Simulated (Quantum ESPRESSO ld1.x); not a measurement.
Input (ld1.x (Quantum ESPRESSO 7.5)):

```
 &input
    zed=45.0,
    iswitch=1,
    rel=2,
    dft='PBE',
    config='1s1.5 2s1 2p0.5 3s0 3p0 3d0',
    rel_dist='energy',
    verbosity='high',
    lsmall=.true.,
    prefix='ld1',
    max_out_wfc=37,
    file_charge='ld1.rho',
 /
```

Output (excerpt):

```
     Program LD1 v.7.5 starts

     --------------------------- All-electron run ----------------------------

     dirac relativistic calculation

     atomic number is 45.00
     dft =PBE   lsd =0 sic =0 latt =0  beta=0.20 tr2=1.0E-14
     Exchange-correlation= PBE
                           (   1   4   3   4   0   0   0)
     mesh =2053 r(mesh) = 100.41760 a.u. xmin = -8.00 dx = 0.00800
     1 Ry =  13.60569312 eV, c = 137.03599908

     n l j   nl                  e(Ry)          e(Ha)          e(eV)
     Spin orbit split results
     1 0 0.5 1S 1( 1.50)   -1999.343360008    -999.671680004 -27202.4522038
     2 0 0.5 2S 1( 1.00)    -483.564766080    -241.782383040  -6579.2338124
     2 1 0.5 2P 1( 0.50)    -477.503321886    -238.751660943  -6496.7636628
     2 1 1.5 2P 1( 0.00)    -464.248524939    -232.124262469  -6316.4229631
     3 0 0.5 3S 1( 0.00)    -209.395825379    -104.697912690  -2848.9753413
     3 1 0.5 3P 1( 0.00)    -207.516789696    -103.758394848  -2823.4097585
     3 1 1.5 3P 1( 0.00)    -203.647333926    -101.823666963  -2770.7631307
     3 2 1.5 3D 1( 0.00)    -202.115495251    -101.057747626  -2749.9214038
     3 2 2.5 3D 1( 0.00)    -200.965566377    -100.482783189  -2734.2758244
     Averaged results
     1 0     1S 1( 1.50)   -1999.343360008    -999.671680004 -27202.4522038
     2 0     2S 1( 1.00)    -483.564766080    -241.782383040  -6579.2338124
     2 1     2P 1( 0.50)    -468.666790588    -234.333395294  -6376.5365297
     3 0     3S 1( 0.00)    -209.395825379    -104.697912690  -2848.9753413
     3 1     3P 1( 0.00)    -204.937152516    -102.468576258  -2788.3120066
     3 2     3D 1( 0.00)    -201.425537927    -100.712768963  -2740.5340562

     final scf error:  4.9E-16 reached in  12 iterations

     Etot =   -3835.031100 Ry,   -1917.515550 Ha,  -52178.256270 eV

     Ekin =    4069.001505 Ry,    2034.500752 Ha,   55361.585793 eV
     Encl =   -7978.904129 Ry,   -3989.452065 Ha, -108558.521043 eV
     Eh   =     127.944413 Ry,      63.972207 Ha,    1740.772425 eV
     Exc  =     -53.072889 Ry,     -26.536445 Ha,    -722.093444 eV
```

Run on one thread of a shared host, so times are rough (Intel(R) Xeon(R) Processor @ 2.60GHz): 0.34 s of CPU time, 1.3 s wall, 12 iterations on 2053 mesh points.
